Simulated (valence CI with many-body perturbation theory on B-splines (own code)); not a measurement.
## From CI to CI+MBPT in Xe⁴⁹⁺

Computed by relativistic CI+MBPT: three valence electrons over a frozen Dirac-Fock core [He], radial functions for each j: 11 s, 11 p, 9 d, 7 f, 5 g, 2 h, 1 i, with the one-electron correlation potential Σ1, the two-electron term Σ2, the three-electron term Σ3, Breit, model QED; selected CI, second order for the rest (own B-spline code, finite nucleus).

No measured spectrum was set against this ion. As an estimate, large intervals hold to a few tenths of a per cent, small ones and those within an open d or f shell to about a per cent.

Each rung adds one term. CI alone is the Dirac-Coulomb CI over the frozen core; QED comes last and gives the full result, which names the levels. Energies are above (2s^2 2p1/2) J=1/2 on the same rung, in eV.

Levels are named by their leading jj configuration (3d3/2^4 stands for four electrons in 3d with j = 3/2), which in mixed levels can hold well under half, so a name can repeat and another be missing. Letters in brackets count levels of one name in rising energy.

| Level | CI alone | Σ1 | Σ2 | Σ3 | Breit | QED | Full |
| --- | --- | --- | --- | --- | --- | --- | --- |
| (2s 2p1/2^2) J=1/2 | 163.1 | -0.26 | -0.08 | -0.01 | +6.64 | -6.05 | 163.4 |
| (2s^2 2p3/2) J=3/2 | 363.9 | +0.09 | 0.00 | 0.00 | -6.17 | +0.53 | 358.3 |
| (2s 2p1/2 2p3/2) J=3/2 [a] | 477.6 | -0.16 | -0.04 | +0.01 | +0.29 | -5.40 | 472.3 |
| (2s 2p1/2 2p3/2) J=5/2 | 513.2 | -0.16 | -0.07 | -0.01 | -3.62 | -5.40 | 504.0 |
| (2s 2p1/2 2p3/2) J=3/2 [b] | 561.7 | -0.16 | -0.19 | -0.04 | -1.76 | -5.43 | 554.1 |
| (2s 2p1/2 2p3/2) J=1/2 | 559.6 | -0.16 | -0.29 | -0.04 | +0.66 | -5.45 | 554.3 |
| (2p1/2^2 2p3/2) J=3/2 | 735.6 | -0.41 | -0.37 | -0.05 | +5.55 | -11.36 | 729.0 |
| (2s 2p3/2^2) J=5/2 | 861.6 | -0.06 | -0.05 | -0.01 | -7.92 | -4.76 | 848.8 |
| (2s 2p3/2^2) J=1/2 | 931.5 | -0.06 | -0.08 | -0.06 | -4.03 | -4.78 | 922.5 |
| (2s 2p3/2^2) J=3/2 | 935.6 | -0.06 | -0.28 | -0.05 | -6.87 | -4.80 | 923.5 |
| (2p1/2 2p3/2^2) J=3/2 | 1067.4 | -0.32 | -0.37 | -0.05 | -0.25 | -10.87 | 1055.6 |
| (2p1/2 2p3/2^2) J=5/2 | 1090.9 | -0.32 | -0.33 | -0.05 | -4.09 | -10.86 | 1075.2 |
| (2p1/2 2p3/2^2) J=1/2 | 1124.0 | -0.32 | -0.29 | -0.05 | +1.03 | -10.84 | 1113.6 |
| (2p3/2^3) J=3/2 | 1463.7 | -0.22 | -0.30 | -0.05 | -6.44 | -10.21 | 1446.5 |
| (2s^2 3s) J=1/2 | 5189.7 | +0.38 | -0.06 | -0.05 | -9.71 | +1.72 | 5181.9 |
| (2s^2 3p1/2) J=1/2 | 5246.3 | +0.32 | -0.07 | -0.05 | -7.89 | -0.14 | 5238.5 |
| (2s 2p1/2 3s) J=1/2 [a] | 5300.7 | +0.13 | -0.04 | -0.05 | -3.89 | -4.14 | 5292.7 |
| (2s 2p1/2 3s) J=3/2 | 5318.8 | +0.15 | -0.09 | -0.05 | -6.01 | -3.74 | 5309.1 |
| (2s 2p1/2 3s) J=1/2 [b] | 5340.5 | +0.13 | -0.07 | -0.05 | -4.74 | -4.21 | 5331.5 |
| (2s 2p1/2 3p1/2) J=1/2 [a] | 5348.6 | +0.07 | -0.04 | -0.05 | -2.07 | -5.97 | 5340.6 |
| (2s^2 3p3/2) J=3/2 | 5357.4 | +0.33 | -0.08 | -0.05 | -9.41 | -0.32 | 5347.9 |
| (2s 2p1/2 3p1/2) J=3/2 | 5369.8 | +0.08 | -0.10 | -0.05 | -4.59 | -5.65 | 5359.5 |
| (2s 2p1/2 3p1/2) J=1/2 [b] | 5396.8 | +0.07 | -0.13 | -0.05 | -2.70 | -5.93 | 5388.1 |
| (2s^2 3d3/2) J=3/2 | 5399.4 | +0.37 | -0.08 | -0.05 | -10.45 | -0.35 | 5388.9 |
| (2s^2 3d5/2) J=5/2 | 5428.5 | +0.39 | -0.08 | -0.05 | -11.27 | +0.01 | 5417.5 |
| (2s 2p1/2 3p3/2) J=3/2 [a] | 5464.5 | +0.09 | -0.06 | -0.05 | -3.87 | -5.78 | 5454.9 |
| (2s 2p1/2 3p3/2) J=1/2 | 5476.8 | +0.03 | -0.13 | -0.05 | -3.16 | -6.91 | 5466.6 |
| (2s 2p1/2 3p3/2) J=5/2 | 5488.5 | +0.10 | -0.11 | -0.05 | -5.86 | -5.73 | 5476.8 |
| (2s 2p1/2 3p3/2) J=3/2 [b] | 5491.0 | +0.09 | -0.13 | -0.05 | -5.44 | -5.78 | 5479.7 |
| (2s 2p1/2 3d3/2) J=3/2 [a] | 5497.7 | +0.13 | -0.04 | -0.05 | -4.34 | -5.95 | 5487.5 |
| (2s 2p1/2 3d3/2) J=5/2 | 5520.2 | +0.13 | -0.09 | -0.05 | -6.29 | -5.94 | 5507.9 |

The middle columns are the shifts that each term adds.

Task: How does the ionisation energy move along the ladder, and which term matters most?

Result: CI alone 9249.3, + Σ1 9249.7, + Σ2 9249.6, + Σ3 9249.6, + Breit 9238.1, + QED 9238.2 eV. The largest step is Breit, -11.4 eV. NIST lists 9243 ± 4 eV (theoretical).
